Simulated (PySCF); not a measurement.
Si(H)(Cl)(OH)(NH2) (ClH4NOSi), SMILES N[SiH](O)Cl. Atoms are numbered in the order given.

```xyz
8

Si     0.2903     0.1266     0.4779
N      1.8501    -0.3237    -0.0212
O      0.1103     1.7366     0.1518
Cl    -1.2803    -0.8202    -0.5279
H      0.1331    -0.2492     1.9027
H      2.3003    -1.1489     0.3547
H      2.2095    -0.0668    -0.9330
H     -0.7757     2.0077    -0.1067
```
Charge 0, spin multiplicity 1.

Geometry: PBE0-D3(BJ)/def2-SVP. One conformer was computed; it need not be the lowest.

Level of theory: PBE0/pcSseg-1 (PySCF).

GIAO shieldings, no solvent; atoms listed in one row are averaged. δ = σ(ref) − σ: ²⁹Si against TMS (σ = 352.7 ppm); ¹⁵N against NH3 (σ = 267.4 ppm); ¹⁷O against H2O (σ = 334.2 ppm); ³⁵Cl against HCl (σ = 945.9 ppm); ¹H against TMS (σ = 31.56 ppm), references at their B3LYP-D3(BJ)/def2-TZVP geometries, non-relativistic (without spin–orbit terms, shifts of atoms bonded to Cl or Br come out too high).

**Question.** Estimate the chemical shifts. (Estimate from the structure and the level; the computed values follow.)

**Answer.** 
```
nucleus  atoms  count  δ (ppm)
-------  -----  -----  -------
²⁹Si       Si1      1    -22.3
¹⁵N         N2      1     40.4
¹⁷O         O3      1     66.8
³⁵Cl       Cl4      1    102.2
¹H          H5      1     5.42
¹H          H8      1     1.73
¹H          H7      1     1.55
¹H          H6      1     1.39
```
